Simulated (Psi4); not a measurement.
A dimer, HCl ··· BF3 (SMILES Cl and FB(F)F); the first 2 atoms form monomer A.

```
6

Cl     0.6410     0.0000     0.0000
H     -0.6410     0.0000     0.0000
F      0.3711    -0.5283     2.5910
B      1.5419    -0.6540     2.0043
F      1.8905    -1.8030     1.4669
F      2.3662     0.3700     1.9562
```

Q: What interaction energy does SAPT0/jun-cc-pVDZ, frozen core in Psi4 1.11 give, and which attractive term is the largest?

A: Total 52.52 kJ/mol: electrostatics -92.57, exchange 213.58, induction -43.62, dispersion -24.86. The most attractive term is electrostatics.
